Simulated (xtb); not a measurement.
GeHO, SMILES [OH+]=[Ge] (connectivity only; charge and spin as stated), charge +1, multiplicity 1. All values are semi-empirical tight-binding results from xtb (GFN2-xTB unless named), good for trends rather than for accurate numbers. Geometry optimised at GFN2-xTB. The isomer is the one that the SMILES or the coordinates give; other isomers of the formula were not compared.

For metal compounds this method's bond lengths and energies can be far off.

point group as xtb finds it: C∞v
orbital gap: 6.27 eV
zero-point energy: 7.4 kcal/mol
G − E(el) at 298.15 K (modified RRHO): -6.6 kcal/mol
